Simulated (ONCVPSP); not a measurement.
## Sn (Z = 50), ONCV: configuration errors across variants

ONCVPSP 4.0.1 input, shortened (lines: element, Z, core and valence counts, functional; n l f; lmax; l rc ep ncon nbas qcut; lloc lpopt rc5 dvloc0; l nproj debl; icmod fcfact rcfact), PBE, fully relativistic:

```
  Sn 50.00    6    5        4      upf
    1    0    2.00
    2    0    2.00
    2    1    6.00
    3    0    2.00
    3    1    6.00
    3    2   10.00
    4    0    2.00
    4    1    6.00
    4    2   10.00
    5    0    2.00
    5    1    2.00
    2
    0    1.55    0.00    4    7    9.00
    1    1.15    0.00    5    9   14.10
    2    1.35    0.00    5    9   12.90
    4    5    1.05   -1.00
    0    2    0.80
    1    3    0.50
    2    2    3.80
    3    1.75    1.10
```

Open shells are filled in proportion to 2j + 1.

All-electron excitation energies from the reference (eV): (1) 4s2 4p6 4d10 5s2 5p1 6.888; (2) 4s2 4p6 4d10 5s2 5p0 20.859; (3) 4s2 4p6 4d10 5s1 5p0 51.830; (4) 4s2 4p6 4d10 5s0 5p4 14.147.

A true bound ghost makes a file unfit for plane-wave use even where its test errors are small: the radial tests pick states by their node count and pass the ghost by.

The file “d: rc 1.92” misses its own reference levels by 0.5 eV.

Errors AE − PS in meV (a dash: test not solved or not reliable):

```csv
change,(1),(2),(3),(4),bound ghosts,GHOST(+) flags above zero
base,+0.5,+1.4,+0.2,-6.6,none,s
d: rc 1.08,+0.5,+1.4,+0.3,-6.6,none,s
d: rc 1.32,+0.5,+1.3,+0.1,-6.6,none,s
d: rc 1.4,+0.5,+1.4,+0.2,-6.6,none,s
d: rc 1.66,+0.5,+1.4,-0.1,-6.8,none,s
d: rc 1.78,+0.5,+1.4,-0.5,-7.0,none,s
d: rc 1.92,–,–,–,–,d5/2,s
```

Task: Give the same row for: d: rc 0.94; local potential polynomial inside 0.94 bohr (lpopt 5, dvloc0 -1 Ha).

Result: +0.5, +1.4, +0.4, -6.5; bound ghosts: none; GHOST(+) flags above zero: s.
